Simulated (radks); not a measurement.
Results of a calculation; reference values are marked as such.
Fractional charge and spin in the 4p shell of niobium: the spin-up occupation runs from 2 to 3 and the spin-down occupation from 2 to 3; the fullest corner is Nb3+, [Ar] 3d10 4s2 4d(up 1, down 1) 4p(up 3, down 3). Level of theory: scalar-relativistic Kohn-Sham, PBEsol, spin-polarised, spherical densities, point nucleus (a radial shooting solver on a logarithmic mesh with Libxc functionals). Energy (eV) above the fullest corner. The planes named below are the two flat planes that join the four corners, with an edge along up + down = one added electron.

down \ up        2     2.25      2.5    2.75       3
2          161.149  137.371  114.617  92.876  72.138
2.25       137.371  114.690   93.019  72.347  52.664
2.5        114.617   93.019   72.417  52.801  34.159
2.75        92.876   72.347   52.801  34.226  16.608
3           72.138   52.664   34.159  16.608   0.000

Corners above the fullest one (they belong to Nb4+ and the next ion): (up 3, down 2) 72.138 eV, (up 2, down 3) 72.138 eV, (up 2, down 2) 161.15 eV. With half an added electron in each spin the energy lies 0.279 eV from the planes, and with half an added electron in spin up alone -2.026 eV. The planes are only a guide here: the flat-plane condition holds for ground states with one frontier orbital, while this shell lies below other occupied shells, so the corners above the fullest one are inner-hole states and not the ground states of those ions.
